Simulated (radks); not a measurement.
O4+, configuration 2s2 3d2 (not the ground configuration). Calculated with a radial shooting solver on a logarithmic mesh with Libxc functionals: non-relativistic Kohn-Sham, Wu-Cohen GGA, spin-polarised, spherical densities, point nucleus; open shells are filled with parallel spins first.

Local quantities along the radius. ELF = 1/(1 + alpha^2) is the electron localisation function; alpha = (tau - tau_W)/tau_unif compares the Pauli kinetic energy density with that of the uniform gas (summed over spins).

r (bohr)    ELF       alpha
0.007019  1.000   2.413e-06
0.008711  1.000   3.872e-06
0.01081   1.000   6.277e-06
0.01342   1.000  0.00001031
0.01665   1.000  0.00001720
0.02067   1.000  0.00002928
0.02565   1.000  0.00005119
0.03184   1.000  0.00009253
0.03951   1.000   0.0001747
0.04943   1.000   0.0003590
0.06135   1.000   0.0007780
0.07614   1.000    0.001878
0.0945    1.000    0.005296
0.1173    1.000     0.01896
0.1456    0.990      0.1019
0.1807    0.381       1.275
0.2242    0.000       235.0
0.2783    0.000       116.4
0.3482    0.404       1.215
0.4321    0.848      0.4236
0.5363    0.882      0.3664
0.6656    0.810      0.4840
0.826     0.595      0.8250
1.025     0.314       1.479
1.272     0.184       2.107
1.579     0.163       2.265
1.96      0.149       2.394
2.452     0.094       3.102
3.043     0.034       5.292
3.777     0.006       12.45
4.687     0.001       44.38
5.818     0.000       265.8

Self-consistent cycle (total energy in hartree, residual of the potential): 1: -18.674541, 7e-01; 2: -18.724649, 5e-01; 3: -18.765235, 8e-02; 4: -18.765369, 5e-02; 5: -18.765428, 1e-02; 6: -18.765428, 6e-04; 7: -18.765428, 4e-04; 8: -18.765428, 4e-05; 9: -18.765428, 1e-05; 10: -18.765428, 3e-06; 11: -18.765428, 1e-07; 12: -18.765428, 6e-07; 13: -18.765428, 5e-09; 14: -18.765428, 2e-09; 15: -18.765428, 3e-10.
